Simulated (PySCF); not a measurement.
B(Me)3 (C3H9B), SMILES CB(C)C.

Geometry optimised at PBE0-D3(BJ)/def2-SVP. The isomer is the one that the SMILES or the coordinates give; other isomers of the formula were not compared.

Computed with TDA-PBE/def2-SVPD (PySCF).

Vertical excitations. Gas-phase values at a fixed geometry. State labels are in the subgroup Cs.

```
state  symmetry  energy (eV)  λ (nm)      f                            main pairs
-----  --------  -----------  ------  -----  ------------------------------------
S1           A'         6.11     203  0.001                        HOMO→LUMO 99 %
S2           A"         6.13     202  0.002                      HOMO−1→LUMO 99 %
S3           A"         6.96     178  0.049                   HOMO−1→LUMO+1 100 %
S4           A'         6.96     178  0.052                     HOMO→LUMO+1 100 %
S5           A"         7.63     163  0.002                      HOMO−2→LUMO 99 %
S6           A"         8.21     151  0.000  HOMO→LUMO+2 77 %, HOMO−1→LUMO+3 23 %
S7           A"         8.23     151  0.003  HOMO−1→LUMO+3 77 %, HOMO→LUMO+2 23 %
S8           A'         8.23     151  0.005  HOMO−1→LUMO+2 51 %, HOMO→LUMO+3 48 %
S9           A'         8.39     148  0.003  HOMO→LUMO+3 49 %, HOMO−1→LUMO+2 46 %
S10          A'         8.42     147  0.144                      HOMO−3→LUMO 92 %
T1           A"         5.58     222      0                     HOMO−1→LUMO 100 %
T2           A'         5.58     222      0                        HOMO→LUMO 99 %
T3           A'         6.84     181      0                     HOMO→LUMO+1 100 %
T4           A"         6.84     181      0                   HOMO−1→LUMO+1 100 %
```
Triplets are in the Tamm–Dancoff approximation.
